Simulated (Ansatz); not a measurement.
Geometry optimisation, UKS B3LYP-D4/6-31G* in Ansatz.

Input file:

```yaml
crystal:
  periodic: [false, false, false]
  atoms:
    - { symbol: Cl, position_ang: [-1.4646, -2.8591, 0.2871] }
    - { symbol: Al, position_ang: [-0.3384, -0.9498, 0.1654] }
    - { symbol: B, position_ang: [0.6658, 0.6588, -0.7041] }
    - { symbol: "N", position_ang: [0.4701, 0.5946, 0.8359] }
    - { symbol: H, position_ang: [1.1053, 1.2356, -1.6503] }
    - { symbol: H, position_ang: [-0.3961, 1.256, 1.0198] }
magnetization:
  spin_polarized: true
basis:
  gaussian: { orbitals: "6-31G*" }
hamiltonian:
  xc: b3lyp
  dispersion: d4
relax:
  f_tol: 0.02
  max_steps: 50
output:
  orbitals: {}
```

Launched with:

```bash
$ ansatz run input.yaml --threads 2 --pin off --max-ram 3072MiB --backend cpu --events-out ev --progress --plain --runs-dir out
```

**Question.** Where does it end, and by what steps?

**Answer.** It converged. After 9 steps the energy has fallen by 2.131 eV; N4 moved furthest, 0.63 Å.

| step | energy less start (eV) | largest force component (eV/Å) | accepted |
| --- | --- | --- | --- |
| 0 | 0.0000 | 3.005 | yes |
| 1 | -1.0444 | 2.800 | yes |
| 2 | -1.8096 | 1.469 | yes |
| 3 | -2.0729 | 0.612 | yes |
| 4 | -2.1057 | 0.502 | yes |
| 5 | -2.0931 | 0.428 | no |
| 6 | -2.1294 | 0.119 | yes |
| 7 | -2.1306 | 0.048 | yes |
| 8 | -2.1311 | 0.052 | yes |
| 9 | -2.1311 | 0.016 | yes |

```xyz
6
Properties=species:S:1:pos:R:3
Cl -1.357 -2.751 0.623
Al -0.296 -1.132 -0.219
B 0.624 0.573 -0.743
N -0.055 0.540 0.485
H 1.252 1.391 -1.339
H -0.126 1.315 1.146
```

The run took 22 s on 2 threads of AMD EPYC 7R43 64-Core Processor (Zen 3) (shared host), peak memory 0.2 GiB.
